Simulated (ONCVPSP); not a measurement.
## Pseudopotential generation for Co: ONCV, LDA (Perdew-Wang 92), scalar-relativistic.

```json
{
  "Element": "Co (Z = 27)",
  "Generator": "ONCVPSP 4.0.1",
  "Type": "optimised norm-conserving Vanderbilt (ONCV)",
  "Functional": "LDA (Perdew-Wang 92)",
  "Relativity": "scalar-relativistic",
  "Frozen core": "[Ne]",
  "Valence charge": "17",
  "Reference configuration": "3s2 3p6 3d7 4s2",
  "Partial waves": "3s+4s: rc 1.30 bohr, ncon 5, nbas 10, qcut 11.2 1/bohr, 2 projectors; 3p: rc 0.75 bohr, ncon 5, nbas 10, qcut 12.9 1/bohr, 2 projectors, debl 1.9 Ha; 3d: rc 1.40 bohr, ncon 4, nbas 9, qcut 9 1/bohr, 2 projectors, debl 3.2 Ha",
  "Local potential": "polynomial inside 0.45 bohr (lpopt 5, dvloc0 4 Ha)",
  "Core correction": "Teter function, fcfact 2.75, rcfact 1.4"
}
```

In the p channel the program set the typed energies aside and used -2.408, 0.250 Ha.

Calculated quality:

```json
{
 "Cutoffs needed": "72 Ha and 143 Ha (the cutoffs (Ha) at which the residual kinetic energy of the hardest occupied pseudo-wave falls to 1 and 0.1 mHa per electron)",
 "Ghost test": "no bound ghost flagged; GHOST(+) flagged for s at 174.7 eV",
 "Largest excitation error": "+24 meV (all-electron minus pseudo) for 3s2 3p6 3d6 4s0, out of 4 test configurations",
 "rms error of d²Exc/dni dnj": "2.49 mHa without and 0.79 mHa with the model core"
}
```

Generation and tests took about 5.5 s on one core of a shared server CPU.
